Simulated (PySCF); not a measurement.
Mapped SMILES: `[CH2:1]=[CH:2]/[C:3](=[CH:4]/[CH3:5])[O:6][CH3:7]`; H(Xn) means a hydrogen on atom n. Ha(C1) is cis to C3; Hb(C1) is trans to C3.

PySCF calculation with PBE0/pcSseg-1 with gauge-including orbitals and geometry from GFN2-xTB; one computed conformer, non-relativistic Hamiltonian, no solvent model, one averaged value for each set of equivalent atoms.

Problem. List the cross peaks expected in HSQC, COSY and HMBC spectra.

Solution. 

HSQC (one-bond C–H):
```
           δH          δC
 6.19 (H(C2))  139.2 (C2)
5.61 (Ha(C1))  119.2 (C1)
 5.44 (H(C4))  127.0 (C4)
5.35 (Hb(C1))  119.2 (C1)
 3.69 (H(C7))   59.5 (C7)
 1.99 (H(C5))   14.5 (C5)
```

COSY cross peaks (H two or three bonds apart, from the bond graph; peaks can be absent where the dihedral angle is near 90°):
```
           δH             δH
 6.19 (H(C2))  5.61 (Ha(C1))
 6.19 (H(C2))  5.35 (Hb(C1))
5.61 (Ha(C1))  5.35 (Hb(C1))
 5.44 (H(C4))   1.99 (H(C5))
```

HMBC (two and three bonds, from the bond graph):
```
           δH                                  δC
 6.19 (H(C2))  164.5 (C3), 127.0 (C4), 119.2 (C1)
5.61 (Ha(C1))              164.5 (C3), 139.2 (C2)
 5.44 (H(C4))   164.5 (C3), 139.2 (C2), 14.5 (C5)
5.35 (Hb(C1))              164.5 (C3), 139.2 (C2)
 3.69 (H(C7))                          164.5 (C3)
 1.99 (H(C5))              164.5 (C3), 127.0 (C4)
```

References, each an isolated molecule treated in the same way: TMS for $^{1}$H (σ = 31.72 ppm), $^{13}$C (σ = 186.93 ppm).

Short H···H contacts in this conformer between protons four or more bonds apart (candidates for NOE cross peaks, intensity ∝ r⁻⁶): H(C2)···H(C4) 2.39 Å, Ha(C1)···H(C7) 2.49 Å.

Shifts are as computed. Against solution values, carbons near 30 ppm lie about +3 ppm off and those near 130 ppm about +5 ppm. Of 1211 compounds with measured shifts, 218 miss one by over three times the rms of a fit or turn the order of signals round; such compounds aren't used in these exercises.
